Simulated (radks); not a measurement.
Values are calculated unless marked as measured or tabulated.
Ionisation of the iodine ion I34+, [Ar] 3d1, to I35+, [Ar], under several functionals. Non-relativistic Kohn-Sham, spin-unpolarised, spherical densities, point nucleus; a radial shooting solver on a logarithmic mesh with Libxc functionals.

[
 {"functional": "RPBE", "E(I34+) (hartree)": "-6050.43660", "Exc (hartree)": "-116.76434", "IE (eV)": "2172.3", "-e(HOMO) (eV)": "2126.8", "<r> HOMO (bohr)": "0.2519", "IE error (eV)": "-8.7"},
 {"functional": "exchange-only PBE", "E(I34+) (hartree)": "-6049.04551", "Exc (hartree)": "-115.36390", "IE (eV)": "2170.8", "-e(HOMO) (eV)": "2125.2", "<r> HOMO (bohr)": "0.2518", "IE error (eV)": "-10.2"},
 {"functional": "exchange-only LDA", "E(I34+) (hartree)": "-6042.16750", "Exc (hartree)": "-108.43076", "IE (eV)": "2170.1", "-e(HOMO) (eV)": "2124.4", "<r> HOMO (bohr)": "0.2517", "IE error (eV)": "-10.9"},
 {"functional": "OLYP", "E(I34+) (hartree)": "-6051.36112", "Exc (hartree)": "-117.72119", "IE (eV)": "2175.3", "-e(HOMO) (eV)": "2129.8", "<r> HOMO (bohr)": "0.2517", "IE error (eV)": "-5.7"},
 {"functional": "exchange-only r2SCAN", "E(I34+) (hartree)": "-6049.35755", "Exc (hartree)": "-115.68470", "IE (eV)": "2168.0", "-e(HOMO) (eV)": "2122.9", "<r> HOMO (bohr)": "0.2523", "IE error (eV)": "-13.0"},
 {"functional": "SOGGA", "E(I34+) (hartree)": "-6047.18897", "Exc (hartree)": "-113.48864", "IE (eV)": "2172.2", "-e(HOMO) (eV)": "2126.6", "<r> HOMO (bohr)": "0.2518", "IE error (eV)": "-8.8"},
 {"functional": "r2SCAN", "E(I34+) (hartree)": "-6050.32072", "Exc (hartree)": "-116.65081", "IE (eV)": "2170.0", "-e(HOMO) (eV)": "2124.9", "<r> HOMO (bohr)": "0.2523", "IE error (eV)": "-11.0"},
 {"functional": "LDA (Slater exchange, Perdew-Zunger correlation)", "E(I34+) (hartree)": "-6044.43662", "Exc (hartree)": "-110.70842", "IE (eV)": "2173.2", "-e(HOMO) (eV)": "2127.5", "<r> HOMO (bohr)": "0.2516", "IE error (eV)": "-7.8"},
 {"functional": "TASK exchange with Perdew-Wang LDA correlation", "E(I34+) (hartree)": "-6048.62182", "Exc (hartree)": "-114.93273", "IE (eV)": "2170.4", "-e(HOMO) (eV)": "2125.5", "<r> HOMO (bohr)": "0.2522", "IE error (eV)": "-10.6"},
 {"functional": "XLYP", "E(I34+) (hartree)": "-6051.15898", "Exc (hartree)": "-117.49023", "IE (eV)": "2173.0", "-e(HOMO) (eV)": "2127.3", "<r> HOMO (bohr)": "0.2517", "IE error (eV)": "-8.0"}
]

NIST Atomic Spectra Database: 2181 eV (theoretical). Closest: OLYP. The Delta-SCF values span 7.26 eV, the total energies 9.19 hartree. The highest occupied level is 3d. Relativity is left out here, which matters for elements this heavy. Spin polarisation and multiplet splitting are left out, so open shells lie too high by an amount that depends on their filling.

Beside tabulated values, note that spin-unpolarised runs miss the spin-polarisation part of the exchange energy of open shells.
